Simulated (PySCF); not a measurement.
`C=C[C@H]1C(C)=C[C@@H]1C`, C8H12

Cartesian coordinates in Å; atom numbers follow the order of the lines, from 1:
```xyz
20

C     2.811   -0.204   -0.288
C     1.600    0.070   -0.740
C     0.344   -0.197    0.008
C    -0.583    0.998    0.166
C    -0.341    2.286    0.858
C    -1.573    0.450   -0.533
C    -0.830   -0.832   -0.812
C    -1.428   -2.100   -0.228
H     2.964   -0.664    0.674
H     3.699    0.018   -0.855
H     1.468    0.540   -1.707
H     0.555   -0.725    0.940
H    -1.216    2.928    0.790
H    -0.107    2.112    1.909
H     0.512    2.795    0.411
H    -2.563    0.768   -0.808
H    -0.580   -0.986   -1.865
H    -2.331   -2.374   -0.769
H    -0.719   -2.923   -0.298
H    -1.686   -1.950    0.818
```

Computed with TDDFT BHandHLYP/def2-SVPD circular dichroism and optical rotation, one conformer, gas phase (PySCF). Geometry: GFN2-xTB.

The molecule is flexible and this is one conformer; a measurement averages over conformers. States above about 7.8 eV (minus the energy of the highest occupied orbital) lie near or above the ionisation threshold and depend on the basis.

Problem. Draw the ECD and absorption spectra from the lowest 12 states, each a Gaussian of half-width 0.25 eV at 1/e height.

Solution. 
```tsv
E (eV)	λ (nm)	Δε (L mol⁻¹ cm⁻¹)	ε (L mol⁻¹ cm⁻¹)
6.25	198	+1.38	325
6.35	195	+5.84	1370
6.45	192	+18.00	4230
6.55	189	+40.55	9500
6.65	186	+67.24	15700
6.75	184	+83.17	19500
6.85	181	+78.26	19300
6.95	178	+56.52	17000
7.05	176	+28.14	15800
7.15	173	-1.42	16500
7.25	171	-31.87	18500
7.35	169	-61.62	21100
7.45	166	-81.90	23400
7.55	164	-80.76	23500
7.65	162	-56.66	20100
7.75	160	-23.31	14300
7.85	158	+3.32	9010
```
Δε uses R in velocity form, ε uses f in length form. Only the states computed contribute, so the short-wavelength end is incomplete.
